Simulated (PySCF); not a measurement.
Geometries of 2 isomers of C5H7F2N, from PBE0-D3(BJ)/def2-SVP geometry optimisation, gas phase (PySCF). One conformer each, no zero-point energy, no frequencies.

Question: Which is lower in electronic energy at this level?
A.
```xyz
15
angstrom
C     -1.722    1.371   -0.202
C     -0.519    0.781   -0.223
C     -0.267   -0.638    0.065
N      0.859   -1.234    0.010
C      2.055   -0.527   -0.362
C     -1.420   -1.529    0.477
F     -2.366   -1.573   -0.492
F     -2.020   -1.058    1.594
H     -2.636    0.824    0.038
H     -1.822    2.435   -0.429
H      0.358    1.383   -0.473
H      1.987   -0.098   -1.377
H      2.911   -1.216   -0.346
H      2.280    0.303    0.332
H     -1.043   -2.547    0.664
```
B.
```xyz
15
angstrom
C     -0.448   -1.083   -0.801
N     -0.710    0.228   -0.268
C     -2.059    0.489    0.180
C      0.339    0.891    0.300
F      0.023    2.138    0.661
C      1.564    0.427    0.500
C      2.788   -0.020    0.527
F      3.614    0.002   -0.532
H     -0.366   -1.855   -0.012
H      0.497   -1.071   -1.363
H     -1.263   -1.365   -1.483
H     -2.361   -0.183    1.007
H     -2.146    1.525    0.523
H     -2.760    0.343   -0.656
H      3.286   -0.463    1.398
```

Answer: A. That is `C=C/C(=N\C)C(F)F`, 23.4 kcal/mol below the other.

```json
{"SMILES": "C=C/C(=N\\C)C(F)F", "atoms numbered as above": "[CH2:1]=[CH:2]/[C:3](=[N:4]\\[CH3:5])[CH:6]([F:7])[F:8]", "E (Eh)": "-448.32324", "relative (kcal/mol)": "0.0", "relative (kJ/mol)": "0.0", "dipole (D)": "2.40"}
{"SMILES": "CN(C)C(F)=C=CF", "atoms numbered as above": "[CH3:1][N:2]([CH3:3])[C:4]([F:5])=[C:6]=[CH:7][F:8]", "E (Eh)": "-448.28597", "relative (kcal/mol)": "23.4", "relative (kJ/mol)": "97.9", "dipole (D)": "3.20"}
```

As drawn, the lower has a C=N bond and two fluorines on one carbon, which the higher lacks; the higher has cumulated double bonds, which the lower lacks.
